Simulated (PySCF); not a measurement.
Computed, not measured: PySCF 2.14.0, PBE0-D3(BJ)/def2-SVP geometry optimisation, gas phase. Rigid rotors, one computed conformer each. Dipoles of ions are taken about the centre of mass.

Species:
1. `[PH3+]F`
2. methacrylonitrile (`C=C(C)C#N`)
3. `[CH2:1]=[CH:2][N:3]1[CH2:4][CH2:5][NH:6][SiH2:7]1` with C1–C2–N3–C4 0°, C2–N3–C4–C5 169°, N3–C4–C5–N6 35°, C4–C5–N6–Si7 -31°, C5–N6–Si7–N3 16°

Rotational constants (MHz) and dipole components (D):

| set | A | B | C | μa | μb | μc |
| --- | --- | --- | --- | --- | --- | --- |
| P | 93500 | 14886 | 14881 | 4.16 | 0.00 | 0.00 |
| Q | 4171 | 1706 | 1260 | 1.99 | 0.60 | 0.33 |
| R | 9299 | 4167 | 2930 | 3.84 | 0.11 | 0.00 |

Question: Which set belongs to which species?

Answer: P = 1, Q = 3, R = 2.

- 1 (set P): mass 53.0 u, 2 heavy atoms, longest extent 2.4 Å, C3v, prolate symmetric top, Ia, Ib, Ic = 5.4, 34.0, 34.0 u·Å².
- 2 (set R): mass 67.0 u, 5 heavy atoms, longest extent 4.5 Å, Cs, asymmetric top, Ia, Ib, Ic = 54.3, 121.3, 172.5 u·Å².
- 3 (set Q): mass 114.1 u, 7 heavy atoms, longest extent 6.9 Å, C1, asymmetric top, Ia, Ib, Ic = 121.2, 296.2, 401.2 u·Å².

Point groups hold within 0.08 Å; constants that symmetry makes equal can differ a little in the computed geometry, and forbidden dipole components can keep a residue. No structure here is proved a minimum.
